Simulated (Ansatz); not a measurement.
Total energies of CH₆GeO₂, SMILES `O[CH2][GeH2][OH]`.

Cartesian coordinates in Å:
```
O 1.462 -0.413 -1.292
C 0.952 0.167 -0.106
Ge -0.993 -0.111 -0.108
O -1.654 0.631 1.379
H 2.408 -0.256 -1.334
H 1.145 1.246 -0.052
H 1.376 -0.293 0.797
H -1.330 -1.616 -0.122
H -1.663 0.634 -1.270
H -1.704 0.011 2.108
```

The species carries charge 0 and has multiplicity 1. Correlated methods include outer-core shells of Ge, which these sets cover unevenly. Scalar relativity is left out up to krypton. The structure was optimised at the PBE0-D4/def2-TZVP level. It is one conformer, not always the lowest. Basis def2-TZVPP, the Gaussian-basis code of Ansatz.

RPA on PBE orbitals: Hartree–Fock energy of these orbitals -2266.48047 Eh, correlation -1.44553 Eh (frozen core).

```tsv
functional	energy without D4 (Eh)	D4 term (kJ/mol)
PBE	-2268.71940	-15.6
CAM-B3LYP	-2269.30611	-13.2
```

Give the same for LDA (SPW92), revPBE, BLYP, r2SCAN, B97M-V, PBE0, B3LYP, r2SCANh, r2SCAN0, HSE06 (plane-wave form), BHLYP, LC-ωPBE, ωB97X-V, ωB97M-V, B2PLYP, PBE-QIDH. (Estimate.)

Computed: 
```tsv
functional	energy without D4 (Eh)	D4 term (kJ/mol)
LDA (SPW92)	-2264.62101	–
revPBE	-2269.03031	-48.6
BLYP	-2269.25758	-34.5
r2SCAN	-2269.14533	-3.8
B97M-V	-2268.81928	–
PBE0	-2268.78135	-13.1
B3LYP	-2269.30686	-25.1
r2SCANh	-2269.12652	-4.0
r2SCAN0	-2269.09977	-4.4
HSE06 (plane-wave form)	-2268.77251	-12.2
BHLYP	-2269.13235	-19.0
LC-ωPBE	-2268.87641	–
ωB97X-V	-2269.00271	–
ωB97M-V	-2269.06359	–
B2PLYP	-2268.75059	–
PBE-QIDH	-2268.43173	–
```

B3LYP takes the VWN-RPA correlation (the form of Gaussian; ORCA's B3LYP/G). HSE06 is the plane-wave form, built on full-range PBE exchange. The double hybrids freeze the cores in their second-order part.

LC-ωPBE has ω = 0.4 bohr⁻¹.
